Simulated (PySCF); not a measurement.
VOBr2, SMILES [O]=[V]([Br])[Br] (connectivity only; charge and spin as stated), neutral, multiplicity 2.

Geometry optimised at B3LYP-D3(BJ)/def2-SVP. The spin state was assumed, not searched.

Two levels are set side by side: PBE/def2-TZVP (PySCF) and ωB97X/def2-TZVP (PySCF). Same geometry, gas phase. Differences are taken from unrounded values.

| quantity | PBE |
|---|---|
| α-spin orbital gap (eV) | 0.92 |
| β-spin orbital gap (eV) | 2.66 |
| dipole moment (D) | 0.52 |
| mean polarisability (bohr³) | 78.7 |

Task: These are the PBE values. What does ωB97X give? (The exact figures need the calculation; the answer reports its results.)

Result: 
| quantity | ωB97X | PBE minus ωB97X |
|---|---|---|
| α-spin orbital gap (eV) | 8.88 | -7.96 |
| β-spin orbital gap (eV) | 9.32 | -6.66 |
| dipole moment (D) | 0.16 | 0.35 |
| mean polarisability (bohr³) | 73.6 | 5.1 |

Loosely held outer electrons make PBE densities more polarisable. Differences between two approximate levels are no errors against the true value.

Rough cost on one machine, each run with all the roots and properties that it gave: ωB97X against PBE within a factor of 2.
